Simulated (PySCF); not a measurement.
C3H7NSi, SMILES CC1[SiH2]CN=1.

Geometry: PBE0-D3(BJ)/def2-SVP. This is a generated structure with no PubChem entry under its InChIKey; it may be hypothetical.

Computed with SMD-B3LYP/def2-SVP (PySCF).

Solvation free energies are E(SMD) − E(gas) at the gas-phase geometry, for 1 M in both phases. In vacuum the dipole moment is 1.52 D.

Computed solvation free energies in water, acetonitrile, dichloromethane:
```csv
solvent,ΔG(solv) (kcal/mol),its non-electrostatic (CDS) part,dipole (D)
water,-1.3,2.6,2.14
acetonitrile,-3.3,0.5,2.12
dichloromethane,-3.6,-0.4,2.02
```
